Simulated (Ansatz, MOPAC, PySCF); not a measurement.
Pulling on the H–H spacing in H4 rectangle (multiplicity 1 held). Energies count from the point at 4.000 Å.
Geometry at that point (charge 0, multiplicity 1):
```xyz
4

H      0.0000     0.0000     0.0000
H      0.0000     0.0000     1.0000
H      4.0000     0.0000     0.0000
H      4.0000     0.0000     1.0000
```

R- and RO- levels are restricted; in cc, def2 and unpolarised 6-31G sets they are followed outwards from rest. Unrestricted levels (U-) break spin symmetry where that is lower. Full CI gives the lowest state of the spin. Curves can end on different states.

Rows in 3-21G, STO-3G carry no dispersion term and start afresh at each structure. The state that PM3 reach isn't checked.

Programs: Ansatz (an electronic-structure program); MOPAC for PM3 (differences of heats of formation); PySCF for 3-21G rows, STO-3G rows. Each number belongs to the level named beside it.

Energies in eV.

| R (Å) | PM3 | R-HF/STO-3G | R-HF/3-21G | R-PBE/cc-pVTZ | U-SCS-MP2/cc-pVTZ | FCI/cc-pVTZ |
|---|---|---|---|---|---|---|
| 1.050 | 2.24 | 8.75 | 6.64 | 5.49 | 5.29 | 5.31 |
| 1.100 | 1.98 | 7.59 | 5.85 | 4.81 | 5.00 | 4.77 |
| 1.200 | 1.55 | 5.69 | 4.53 | 3.68 | 4.26 | 3.72 |
| 1.300 | 1.17 | 4.26 | 3.49 | 2.81 | 3.39 | 2.85 |
| 1.500 | 0.57 | 2.36 | 2.04 | 1.61 | 1.73 | 1.65 |
| 1.800 | 0.20 | 0.94 | 0.88 | 0.68 | 0.74 | 0.69 |
| 2.200 | 0.08 | 0.26 | 0.27 | 0.20 | 0.22 | 0.20 |
| 2.600 | 0.01 | 0.07 | 0.08 | 0.05 | 0.06 | 0.06 |
| 3.000 | 0.00 | 0.02 | 0.02 | 0.01 | 0.02 | 0.01 |
| 4.000 | 0.00 | 0.00 | 0.00 | 0.00 | 0.00 | 0.00 |

Doubts at one or more of the structures used: a restricted determinant that unrestricted orbitals would lower (PM3, R-HF/STO-3G, R-HF/3-21G, R-PBE/cc-pVTZ); a spin-contaminated determinant (U-SCS-MP2/cc-pVTZ).
